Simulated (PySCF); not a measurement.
All values below come from TPSSh-D3(BJ)/def2-TZVP // BP86-D3(BJ)/def2-SVP run with PySCF. Isolated molecules, 0 K electronic values unless said otherwise. One relaxed conformer stands for a flexible species; it need not be the lowest. 

Reference species: [Nb(=O)(OH)3] (neutral, multiplicity 1).

| Item | Result |
|---|---|
| HOMO–LUMO gap | 6.98 eV |
| mean distance from the central atom to its bonded neighbours | 1.868 Å |

Changed species: [Ti(OH)4] (M = Ti; the reference has M = Nb, oxo).

Problem. Predict the effect on the HOMO–LUMO gap and mean distance from the central atom to its bonded neighbours.

Solution. the HOMO–LUMO gap falls by 0.72 eV, to 6.26 eV; the mean distance from the central atom to its bonded neighbours falls by 0.058 Å, to 1.810 Å.
